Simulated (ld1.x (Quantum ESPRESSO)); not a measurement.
**Ranking TM potentials for hydrogen (H)**

All share these settings but for the change named:

- Element: hydrogen (H)
- Generator: ld1.x (Quantum ESPRESSO) 7.5
- Type: norm-conserving Troullier–Martins (Kleinman–Bylander form)
- Functional: LDA (PZ)
- Relativity: scalar-relativistic
- Frozen core: none
- Valence charge: 1
- Reference configuration: 1s1
- Partial waves: 1s (bound): rc 1.25 bohr; 2p channel at 0.45 Ry: rc 1.20 bohr
- Local potential: the p channel
- Core correction: none

Cutoff: the first of the cutoffs (Ry, on a coarse ladder) from which the occupation-weighted sum of valence levels, in a spherical-Bessel basis at the reference potential, stays within 10 and 1 mRy of its value at 400 Ry; the density cutoff is not measured.

The base gives 18 Ry.

Of 9 variants that were run, those that failed, showed a ghost or another fault, or gave nearly equal values are left out.

A variant can come out equal or close to the base.

Task: Rank these variants from softest to hardest (loose cutoff).
A. wave 1s (bound): rc 1.25 bohr becomes 1s (bound): rc 1.02 bohr
B. all radii scaled by about 1.33 (s 1.66, p 1.60 bohr)
C. functional PBEsol
D. wave 2p channel at 0.45 Ry: rc 1.20 bohr becomes 2p channel at 0.45 Ry: rc 1.62 bohr

Result: B (15 Ry), D (18 Ry), C (21 Ry), A (25 Ry).
